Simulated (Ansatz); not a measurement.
Harmonic frequencies (cm⁻¹) at PBE0-D4/def2-TZVP from Ansatz: 36, 77, 125, 384, 409, 419, 537, 661, 688, 728, 759, 906, 951, 958, 980, 1063, 1407, 1446, 1632, 2202, 2248, 2248, 3648, 3750.

Each molecule was computed in one conformer, which needn't be the lowest.

Problem. Which molecule is it?
A. `CCB(S)Cl`
B. `BN[SiH](O)F`
C. `NB(F)O[SiH3]`
D. `OB(F)N[SiH3]`

Solution. C.
